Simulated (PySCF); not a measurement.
PySCF job for C4H10O, SMILES CCCCO, TPSSh-D3(BJ)/def2-SVP. The structure is a stationary point at TPSSh-D3(BJ)/def2-SVP. Other conformers were not sampled.

```python
import numpy as np
from pyscf import gto, scf, dft, df
from pyscf.hessian import thermo

mol = gto.M(
    atom='''
    C    -0.29514280    2.51612656   -0.00000000
    C     0.52735111    1.22731789   -0.00000000
    C    -0.33718187   -0.03505865   -0.00000000
    C     0.47431574   -1.32098551   -0.00000000
    O    -0.42835838   -2.41329168    0.00000000
    H    -0.94473591    2.57161926    0.88899828
    H     0.35244230    3.40700756   -0.00000000
    H    -0.94473592    2.57161926   -0.88899827
    H     1.19243700    1.21561048   -0.88244240
    H     1.19243701    1.21561048    0.88244240
    H    -0.99868295   -0.04313740   -0.88372715
    H    -0.99868294   -0.04313740    0.88372716
    H     1.13517589   -1.34145183   -0.89161450
    H     1.13517590   -1.34145183    0.89161449
    H     0.08998353   -3.23035694    0.00000000
    ''',
    basis='def2-SVP',
    charge=0,
    spin=0,
    max_memory=1600,
    verbose=3,
)
mf = dft.RKS(mol, xc='tpssh').density_fit(auxbasis='def2-universal-jkfit')
mf.disp = 'd3bj'
mf.grids.level = 4
mf.conv_tol = 1e-11
mf.max_cycle = 100
mf.kernel()

# analytic Hessian; the response equations are solved on a coarser grid
h, args, fine = mf.Hessian(), (mf.mo_energy, mf.mo_coeff, mf.mo_occ), mf.grids
h.max_memory = max(150, 2.5e-5 * df.make_auxmol(mol, mf.with_df.auxbasis).nao * mol.nelec[0] * (mol.nelec[0] + mol.nao))  # MB; small integral blocks
h1ao = h.make_h1(mf.mo_coeff, mf.mo_occ)
mf.grids = dft.Grids(mol).set(level=2).build(with_non0tab=True)
mo1, mo_e1 = h.solve_mo1(*args, h1ao)
mf.grids = fine
hess = h.hess_elec(*args, mo1, mo_e1, h1ao) + h.hess_nuc()
if mf.do_disp():
    hess += h.get_dispersion()
for i in range(mol.natm):  # the analytic DFT Hessian lacks the response of the grid: restore translational invariance
    hess[i, i] -= hess[i].sum(axis=0)
hess = (hess + hess.transpose(1, 0, 3, 2)) / 2
vib = thermo.harmonic_analysis(mol, hess, imaginary_freq=False)
thermo.dump_normal_mode(mol, vib)
th = thermo.thermo(mf, vib['freq_au'][vib['freq_au'] > 0], 298.15, 101325)
thermo.dump_thermo(mol, th)
g0 = mf.nuc_grad_method().set(verbose=0).kernel()

# dipole derivatives [dipole axis, atom, xyz] from the same response
r, irp = mol.intor('int1e_r'), mol.intor('int1e_irp').reshape(3, 3, mol.nao, mol.nao)
sl, dm0, ok = mol.aoslice_by_atom(), np.array(mf.make_rdm1()), []
dmu = np.einsum('a,xt->xat', mol.atom_charges(), np.eye(3))
for a, (_, _, p0, p1) in enumerate(sl):
    dmu[:, a] += 2 * np.einsum('xtij,ij->xt', irp[:, :, :, p0:p1], dm0.reshape(-1, mol.nao, mol.nao).sum(0)[:, p0:p1])
    for u, c, occ, f in [(mo1, mf.mo_coeff, mf.mo_occ, 4)]:
        dmu[:, a] -= f * np.einsum('tui,xuv,vi->xt', u[a], r, c[:, occ > 0], optimize=True)
L = vib['norm_mode']
ir = 974.8801 * (np.einsum('xat,kat->kx', dmu, L) ** 2).sum(1)       # km/mol
apt = np.einsum('xax->a', dmu) / 3

# polarisability derivatives from nuclear gradients in small electric fields
h0, F = mf.get_hcore(), 0.005
def in_field(f, guess):
    m = mf.copy()
    m.verbose, m.conv_tol, m.conv_tol_grad = 0, 1e-11, 2e-7
    m.get_hcore = lambda *a: h0 + np.einsum('x,xij->ij', f, r)
    m.kernel(guess)
    ok.append(m.converged)
    dm = np.array(m.make_rdm1())
    g = m.nuc_grad_method().kernel() - np.outer(mol.atom_charges(), f)
    for a, (_, _, p0, p1) in enumerate(sl):
        g[a] -= 2 * np.einsum('x,xtij,ij->t', f, irp[:, :, :, p0:p1], dm[:, p0:p1])
    return g, -np.einsum('xij,ij->x', r, dm), dm
E = np.eye(3) * F
g0, _, dm0 = in_field(np.zeros(3), dm0)
gp = [in_field(e, dm0) for e in E]
gm = [in_field(-e, 2 * dm0 - p[2]) for e, p in zip(E, gp)]
alpha = np.array([(p[1] - q[1]) / (2 * F) for p, q in zip(gp, gm)])  # bohr^3
check = abs(np.array([-(p[0] - q[0]) / (2 * F) for p, q in zip(gp, gm)]) - dmu).max()
print('static polarisability / bohr^3:', alpha.round(3))
print('largest difference of analytic and finite-field dipole derivatives / e:', check)
da = np.zeros((3, 3, mol.natm, 3))
for x in range(3):
    da[x, x] = -(gp[x][0] + gm[x][0] - 2 * g0) / F**2
for x, y in ((0, 1), (0, 2), (1, 2)):
    up, down = in_field(E[x] + E[y], gp[x][2] + gp[y][2] - dm0), in_field(-E[x] - E[y], gm[x][2] + gm[y][2] - dm0)
    both = -(up[0] + down[0] - 2 * g0) / F**2
    da[x, y] = da[y, x] = (both - da[x, x] - da[y, y]) / 2
aq = np.einsum('xyat,kat->kxy', da, L) * 0.529177210903**2           # A^2/amu^1/2
a = np.einsum('kxx->k', aq) / 3
g2 = 1.5 * (aq**2).sum((1, 2)) - 4.5 * a**2
raman, depol = 45 * a**2 + 7 * g2, 3 * g2 / (45 * a**2 + 4 * g2 + 1e-12)
print('mode   freq/cm-1   IR/(km/mol)   Raman/(A^4/amu)   depolarisation')
for k, w in enumerate(vib['freq_wavenumber']):
    print(f'{k + 1:4d} {w:11.2f} {ir[k]:13.3f} {raman[k]:17.3f} {depol[k]:16.3f}')
print('max |gradient| / (hartree/bohr):', abs(g0).max())
print('APT charges:', apt.round(4))
```

Program output:

```
converged SCF energy = -233.519716800638

WARN: MGGA Hessian is sensitive to dft grids. grids.level 4 may not be dense enough.


WARN: DFTD3 does not support analytical Hessian, using finite difference


WARN: Mole.unit (angstrom) is changed to Bohr

Mode                                 0                   1                   2
Irrep
Freq [cm^-1]                      112.6476            115.9878            179.7802
Reduced mass [au]                   2.0880              2.1780              3.0385
Force const [Dyne/A]                0.0156              0.0173              0.0579
Char temp [K]                     162.0748            166.8806            258.6636
Normal mode                   x     y     z       x     y     z       x     y     z
       0   C                -0.00 -0.00 -0.11    0.00  0.00  0.01   -0.10 -0.06  0.00
       1   C                 0.00  0.00  0.09   -0.00 -0.00  0.07    0.07  0.04  0.00
       2   C                 0.00  0.00  0.15   -0.00  0.00 -0.09    0.13  0.00 -0.00
       3   C                 0.00 -0.00 -0.05   -0.00  0.00 -0.12    0.05 -0.04 -0.00
       4   O                -0.00  0.00 -0.04    0.00 -0.00  0.12   -0.09  0.07  0.00
       5   H                -0.10  0.08 -0.19   -0.17 -0.07 -0.10   -0.11 -0.16 -0.00
       6   H                -0.00  0.00 -0.12    0.00 -0.00  0.21   -0.24  0.03 -0.00
       7   H                 0.10 -0.08 -0.19    0.17  0.07 -0.10   -0.11 -0.16  0.00
       8   H                 0.06 -0.09  0.13    0.12  0.04  0.16    0.06  0.11 -0.00
       9   H                -0.06  0.09  0.13   -0.12 -0.04  0.16    0.06  0.11  0.00
      10   H                -0.12  0.05  0.23    0.04  0.07 -0.13    0.12  0.00  0.00
      11   H                 0.12 -0.05  0.23   -0.04 -0.07 -0.13    0.12  0.00 -0.00
      12   H                -0.12  0.08 -0.14   -0.14 -0.08 -0.22    0.04 -0.12 -0.00
      13   H                 0.12 -0.08 -0.14    0.14  0.08 -0.22    0.04 -0.12  0.00
[...]
Irrep
Freq [cm^-1]                     1501.7337           1524.1717           2952.1688
Reduced mass [au]                   1.0860              1.0892              1.0556
Force const [Dyne/A]                1.4430              1.4909              5.4206
Char temp [K]                    2160.6605           2192.9437           4247.5136
Normal mode                   x     y     z       x     y     z       x     y     z
       0   C                -0.03 -0.02 -0.00   -0.00 -0.00  0.00    0.00  0.00 -0.00
       1   C                -0.06 -0.02 -0.00   -0.01  0.00 -0.00    0.00 -0.00 -0.00
       2   C                -0.03  0.02  0.00   -0.02  0.01  0.00    0.00 -0.00 -0.00
       3   C                 0.02 -0.01 -0.00   -0.08 -0.02 -0.00   -0.06  0.01 -0.00
       4   O                 0.00  0.00  0.00   -0.01 -0.00  0.00   -0.00 -0.00 -0.00
       5   H                 0.34  0.07  0.26    0.03  0.00  0.02    0.00 -0.00 -0.00
       6   H                -0.22  0.13  0.00   -0.02  0.01  0.00   -0.00 -0.00  0.00
       7   H                 0.34  0.07 -0.26    0.03  0.00 -0.02    0.00 -0.00  0.00
       8   H                 0.27  0.04  0.23    0.08  0.01  0.07   -0.02  0.00  0.03
       9   H                 0.27  0.04 -0.23    0.08  0.01 -0.07   -0.02  0.00 -0.03
      10   H                 0.22 -0.02 -0.18    0.13 -0.03 -0.11   -0.01 -0.00 -0.01
      11   H                 0.22 -0.02  0.18    0.13 -0.03  0.11   -0.01 -0.00  0.01
      12   H                -0.13  0.01 -0.10    0.51  0.08  0.39    0.38 -0.02 -0.57
      13   H                -0.13  0.01  0.10    0.51  0.08 -0.39    0.38 -0.02  0.57
      14   H                 0.01  0.01 -0.00    0.03  0.02  0.00   -0.01 -0.00  0.00
Mode                                30                  31                  32
Irrep
Freq [cm^-1]                     2984.5834           3014.5301           3025.8672
Reduced mass [au]                   1.1080              1.0601              1.0379
Force const [Dyne/A]                5.8151              5.6759              5.5991
Char temp [K]                    4294.1511           4337.2377           4353.5492
Normal mode                   x     y     z       x     y     z       x     y     z
       0   C                -0.00  0.00  0.00   -0.00 -0.01  0.00   -0.03  0.04 -0.00
       1   C                -0.00 -0.00 -0.00    0.07 -0.00  0.00    0.01 -0.00  0.00
       2   C                -0.00  0.00 -0.01   -0.01 -0.00 -0.00    0.01 -0.00  0.00
       3   C                -0.00 -0.00  0.09    0.00 -0.00  0.00    0.00  0.00 -0.00
       4   O                -0.00  0.00 -0.00   -0.00  0.00  0.00   -0.00  0.00 -0.00
       5   H                 0.00 -0.00 -0.00   -0.02 -0.00  0.03    0.33 -0.02 -0.47
       6   H                -0.00 -0.00  0.00    0.07  0.08  0.00   -0.30 -0.39 -0.00
       7   H                -0.00  0.00 -0.00   -0.02 -0.00 -0.03    0.33 -0.02  0.47
       8   H                -0.01  0.00  0.01   -0.39  0.01  0.55   -0.06  0.00  0.08
       9   H                 0.01 -0.00  0.01   -0.39  0.01 -0.55   -0.06  0.00 -0.08
      10   H                 0.05  0.00  0.07    0.07  0.00  0.10   -0.09  0.00 -0.13
      11   H                -0.05 -0.00  0.07    0.07  0.00 -0.10   -0.09  0.00  0.13
      12   H                 0.39 -0.03 -0.53   -0.02  0.00  0.02   -0.01 -0.00  0.01
      13   H                -0.39  0.03 -0.53   -0.02  0.00 -0.02   -0.01 -0.00 -0.01
      14   H                 0.00 -0.00 -0.00    0.00  0.00 -0.00   -0.00 -0.00 -0.00
Mode                                33                  34                  35
Irrep
Freq [cm^-1]                     3031.2810           3049.5220           3082.2993
Reduced mass [au]                   1.0587              1.1031              1.1062
Force const [Dyne/A]                5.7318              6.0440              6.1921
Char temp [K]                    4361.3385           4387.5832           4434.7424
Normal mode                   x     y     z       x     y     z       x     y     z
       0   C                 0.01 -0.01  0.00    0.00 -0.00 -0.02   -0.00  0.00  0.02
       1   C                 0.01 -0.00 -0.00   -0.00 -0.00  0.08   -0.00 -0.00 -0.03
       2   C                 0.06  0.00  0.00    0.00  0.00 -0.03    0.00 -0.00 -0.08
       3   C                 0.00  0.00  0.00    0.00  0.00 -0.00    0.00  0.00 -0.01
       4   O                -0.00 -0.00  0.00   -0.00 -0.00 -0.00   -0.00  0.00  0.00
       5   H                -0.08  0.01  0.11   -0.07  0.00  0.10    0.08 -0.00 -0.11
       6   H                 0.09  0.12  0.00    0.00  0.00 -0.01   -0.00 -0.00  0.01
       7   H                -0.08  0.01 -0.11    0.07 -0.00  0.10   -0.08  0.00 -0.11
       8   H                -0.06  0.00  0.08    0.37 -0.01 -0.49   -0.12 -0.00  0.17
       9   H                -0.06  0.00 -0.08   -0.37  0.01 -0.49    0.12  0.00  0.17
      10   H                -0.38 -0.00 -0.54    0.14 -0.00  0.18    0.37  0.00  0.49
      11   H                -0.38 -0.00  0.54   -0.14  0.00  0.18   -0.37 -0.00  0.49
      12   H                -0.01 -0.00  0.02   -0.01 -0.00  0.01   -0.05  0.01  0.07
      13   H                -0.01 -0.00 -0.02    0.01  0.00  0.01    0.05 -0.01  0.07
      14   H                -0.00 -0.00 -0.00   -0.00 -0.00  0.00    0.00 -0.00  0.00
Mode                                36                  37                  38
Irrep
Freq [cm^-1]                     3107.5825           3112.9457           3793.1648
Reduced mass [au]                   1.1035              1.1032              1.0669
Force const [Dyne/A]                6.2789              6.2989              9.0440
Char temp [K]                    4471.1194           4478.8357           5457.5196
Normal mode                   x     y     z       x     y     z       x     y     z
       0   C                 0.00  0.00 -0.09    0.07  0.05  0.00    0.00  0.00  0.00
       1   C                 0.00  0.00 -0.02    0.01  0.00  0.00   -0.00 -0.00  0.00
       2   C                 0.00 -0.00 -0.01    0.00 -0.00  0.00    0.00 -0.00  0.00
       3   C                 0.00 -0.00 -0.00    0.00 -0.00  0.00   -0.00 -0.00  0.00
       4   O                -0.00  0.00  0.00   -0.00  0.00 -0.00   -0.03  0.05 -0.00
       5   H                -0.39  0.03  0.52   -0.20  0.02  0.29    0.00 -0.00  0.00
       6   H                -0.00 -0.00 -0.02   -0.48 -0.65  0.00   -0.00 -0.00  0.00
       7   H                 0.39 -0.03  0.52   -0.20  0.02 -0.29    0.00 -0.00 -0.00
       8   H                -0.09  0.00  0.13   -0.03  0.00  0.04    0.00  0.00 -0.00
       9   H                 0.09 -0.00  0.13   -0.03  0.00 -0.04    0.00  0.00  0.00
      10   H                 0.05  0.00  0.07   -0.00 -0.00 -0.01    0.00 -0.00  0.00
      11   H                -0.05 -0.00  0.07   -0.00 -0.00  0.01    0.00 -0.00 -0.00
      12   H                -0.01  0.00  0.01   -0.00  0.00  0.00   -0.00 -0.00 -0.00
      13   H                 0.01 -0.00  0.01   -0.00  0.00 -0.00   -0.00 -0.00  0.00
      14   H                 0.00 -0.00 -0.00   -0.00  0.00  0.00    0.51 -0.82  0.00
temperature 298.1500 [K]
pressure 101325.00 [Pa]
Rotational constants [GHz] 18.68123 1.97008 1.86556
Symmetry number 1
Zero-point energy (ZPE) 0.13661 [Eh]   358657.538 [J/mol]
                           tot       elec      trans        rot        vib
Entropy [J/mol/K]       334.105      0.000    162.445    108.581     63.079
Cv [J/mol/K]             97.360      0.000     12.472     12.472     72.416
Cp [J/mol/K]            105.674      0.000     20.786     12.472     72.416
Internal energy [J/mol]                      3718.434   3718.434 369247.180
Internal energy [Eh]   -233.37625  -233.51972
Enthalpy [J/mol]                             6197.391   3718.434 369247.180
Enthalpy [Eh]          -233.37530
Gibbs free energy [J/mol]                  -42235.735 -28654.874 350440.141
Gibbs free energy [Eh] -233.41324
static polarisability / bohr^3: [[46.817 -1.06   0.   ]
 [-1.06  58.639  0.   ]
 [ 0.     0.    43.829]]
largest difference of analytic and finite-field dipole derivatives / e: 0.000720173676400343
mode   freq/cm-1   IR/(km/mol)   Raman/(A^4/amu)   depolarisation
   1      112.65         2.051             0.030            0.750
   2      115.99         3.998             0.054            0.750
   3      179.78         2.292             0.025            0.750
   4      254.04         1.150             0.043            0.750
   5      281.62       113.069             5.011            0.750
   6      391.50         0.122             2.509            0.201
   7      435.03        12.015             1.116            0.451
   8      744.50         2.063             0.062            0.750
   9      810.12         1.376             0.109            0.750
  10      907.43        11.424             7.048            0.282
  11      946.19         0.126             0.018            0.750
  12     1014.09         0.952             1.266            0.581
  13     1068.72        32.968             7.380            0.500
  14     1085.80        60.066             1.314            0.739
  15     1120.17         8.507             7.873            0.416
  16     1185.62         2.111             1.583            0.750
  17     1237.11        46.311             5.565            0.750
  18     1241.82         0.128             2.544            0.750
  19     1302.33        19.254             0.731            0.744
  20     1308.22         0.665            12.503            0.750
  21     1316.34         0.174            12.702            0.750
  22     1388.18         3.675             0.111            0.411
  23     1411.03         0.771             2.352            0.736
  24     1460.48         9.628             2.718            0.536
  25     1481.80         0.107            31.885            0.747
  26     1491.12         5.727            16.360            0.750
  27     1491.34         0.720             0.644            0.740
  28     1501.73         3.485             9.574            0.750
  29     1524.17         3.651             7.831            0.693
  30     2952.17        66.844           110.618            0.071
  31     2984.58        66.441            92.936            0.750
  32     3014.53        31.616           124.999            0.103
  33     3025.87        21.491           107.871            0.004
  34     3031.28        47.500           111.470            0.028
  35     3049.52         6.874           143.537            0.750
  36     3082.30        42.985             7.004            0.750
  37     3107.58        54.061            45.295            0.750
  38     3112.95        35.404            91.159            0.675
  39     3793.16        22.166           155.931            0.300
max |gradient| / (hartree/bohr): 4.0618922428547035e-05
APT charges: [ 0.0985  0.1447  0.0618  0.5774 -0.6126 -0.0306 -0.039  -0.0306 -0.0585
 -0.0585 -0.0393 -0.0393 -0.1054 -0.1054  0.237 ]
```

Self-consistency was reached.

Cost: around 20 core-minutes (rough).
